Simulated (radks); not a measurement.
Results of a calculation; reference values are marked as such.
Question: Ir, configuration [Xe] 4f14 5d7 6s2. Level of theory: Dirac Kohn-Sham, PBE, spin-unpolarised, spherical densities, point nucleus; open shells fill j = l - 1/2 first (a radial shooting solver on a logarithmic mesh with Libxc functionals). Some entries of the table are withheld. Estimate them.

orbital  occ.  eigenvalue (eV)  r(max) (bohr)  <r^2> (bohr^2)
1s1/2       2        -76020.83        0.01081       0.0004193
2s1/2       2        -13288.00            (1)        0.006358
2p1/2       2              (2)        0.04620        0.004517
2p3/2       4              (3)        0.05336        0.005710
3s1/2       2        -3107.430         0.1759         0.04137
3p1/2       2        -2856.552         0.1644         0.03783
3p3/2       4        -2500.121         0.1790         0.04431
3d3/2       4        -2082.001            (4)         0.03413
3d5/2       6        -2004.993            (5)         0.03590
4s1/2       2        -662.6462         0.3977          0.2023
4p1/2       2        -556.8463         0.3965          0.2074
4p3/2       4        -472.5518         0.4268          0.2411
4d3/2       4        -299.3388         0.4211          0.2579
4d5/2       6        -283.6950         0.4306          0.2701
5s1/2       2         -97.4865         0.8917           1.076
5p1/2       2         -64.3107         0.9474           1.285
4f5/2       6         -63.4456            (6)          0.3462
4f7/2       8         -60.3270            (7)          0.3565
5p3/2       4         -50.7465          1.028           1.539
5d3/2       4          -7.7542          1.279           3.401
5d5/2       3          -6.5393          1.321           3.759
6s1/2       2          -6.2955          2.405           9.702

Answer: 
(1) 2s1/2 r(max) (bohr): 0.06249
(2) 2p1/2 eigenvalue (eV): -12727.13
(3) 2p3/2 eigenvalue (eV): -11099.32
(4) 3d3/2 r(max) (bohr): 0.1397
(5) 3d5/2 r(max) (bohr): 0.1437
(6) 4f5/2 r(max) (bohr): 0.3928
(7) 4f7/2 r(max) (bohr): 0.3975
